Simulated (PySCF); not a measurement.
# I (iodine, neutral) across methods

[Kr] 4d10 5s1 5p6, 2S determinant (an excited configuration). Computed with PySCF 2.14 in aug-cc-pVTZ-DK3 (8s7p5d2f, 68 functions), with scalar relativity by spin-free X2C-1e.

```tsv
method	E (hartree)	mean ε 5s α (eV)	mean ε 5p α (eV)	mean ε 5p β (eV)	Σ⟨r²⟩ (bohr²)	⟨S²⟩
TPSSh	-7114.63	-19.539	-8.564	-7.687	62.77	0.753
M06-L	-7114.77	-18.784	-7.996	-7.112	63.31	0.755
r2SCAN	-7114.92	-19.330	-8.370	-7.471	62.80	0.757
r2SCANh	-7114.91	-20.131	-8.844	-7.785	62.84	0.759
UHF	-7111.91348	-26.607	-12.463	-9.587	64.40	0.783
PBE	-7114.51	-18.485	-7.928	-7.301	62.90	0.752
B3LYP	-7115.00	-20.273	-8.928	-7.995	63.14	0.754
LDA	-7108.39	-18.696	-8.046	-7.493	62.74	0.752
```

(1) Estimate the same row for PBE0.

Results:

(1) E (hartree) = -7114.57; mean ε 5s α (eV) = -20.714; mean ε 5p α (eV) = -9.249; mean ε 5p β (eV) = -8.154; Σ⟨r²⟩ (bohr²) = 62.89; ⟨S²⟩ = 0.755.
